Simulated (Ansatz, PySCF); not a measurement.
Gas-phase reaction in SMILES: Cc1ccc(C)[nH]1 + 6 C (CH4) + N (NH3) -> 2 C=C (C2H4) + 3 CC (C2H6) + 2 CN (CH5N) [methanamine]
Geometries: B3LYP-D3(BJ)/def2-TZVP minima from Ansatz (a program for electronic structure).
Geometry of the first species:
```
N
H 1 1.0049
C 1 1.3774 2 124.59
C 3 1.3733 1 106.73 2 -180.00
C 1 1.3774 2 124.59 3 180.00
C 5 1.3733 1 106.73 2 180.00
H 4 1.0778 3 125.27 1 -180.00
H 6 1.0778 5 125.27 1 -180.00
C 3 1.4887 4 131.31 7 0.00
H 9 1.0892 3 109.76 4 0.00
H 9 1.0945 10 107.62 3 122.20
H 9 1.0945 10 107.62 11 115.60
C 5 1.4887 6 131.31 8 0.00
H 13 1.0892 5 109.76 6 0.00
H 13 1.0945 14 107.62 5 122.20
H 13 1.0945 14 107.62 15 115.60
```

Wanted: bond separation energy (enthalpy at 298 K, with B3LYP-D3(BJ) rigid-rotor harmonic-oscillator terms from PySCF), in kcal/mol. Cores are frozen in the correlated levels unless marked. No spin-orbit coupling. Non-relativistic. Basis-set limits of correlation are two-point, X^-3; Hartree-Fock from the larger set. [CCSD(T)-MP2]/basis is that difference in the basis named.

From measured enthalpies of formation at 298 K: 63.3 kcal/mol (Cc1ccc(C)[nH]1 9.5, CRC Handbook; C (CH4) -17.8, ATcT 1.112; C=C (C2H4) 12.6, ATcT 1.112; CC (C2H6) -20.0, ATcT 1.112; CN (CH5N) -5.0, ATcT 1.112; N (NH3) -10.9, ATcT 1.112). It holds spin-orbit effects, which the calculations lack, and core correlation, which the frozen-core levels lack. This is an older compilation, not checked against later work.

```csv
level,program,bond separation energy (kcal/mol),error against measurement
HF/cc-pVDZ,Ansatz,51.2,-12.1
BLYP-D3(BJ)/def2-TZVPD,Ansatz + dftd3,63.5,0.2
BLYP-D4/def2-TZVPD,Ansatz + dftd4,65.2,1.9
r2SCAN/def2-TZVPD,Ansatz,69.0,5.7
B3LYP-D3(BJ)/def2-TZVPD,Ansatz + dftd3,63.0,-0.3
PBE0-D3(BJ)/def2-TZVPD,Ansatz + dftd3,66.3,3.0
PBE0/def2-TZVP,Ansatz,65.3,2.0
r2SCAN0-D4/def2-TZVPD,Ansatz + dftd4,67.8,4.5
HSE06-D4/def2-TZVPD,Ansatz + dftd4,67.0,3.7
B2GP-PLYP/def2-TZVPD,Ansatz,65.0,1.7
B2PLYP-D4/def2-TZVPD,Ansatz + dftd4,65.6,2.3
"RI-MP2/CBS(cc-pVTZ,cc-pVQZ)",Ansatz,72.8,9.5
CCSD/cc-pVDZ,Ansatz,57.2,-6.1
CCSD(T)/cc-pVDZ,Ansatz,60.0,-3.3
"RI-MP2/CBS(cc-pVTZ,cc-pVQZ)+[CCSD(T)-MP2]/cc-pVTZ",Ansatz,62.2,-1.1
```
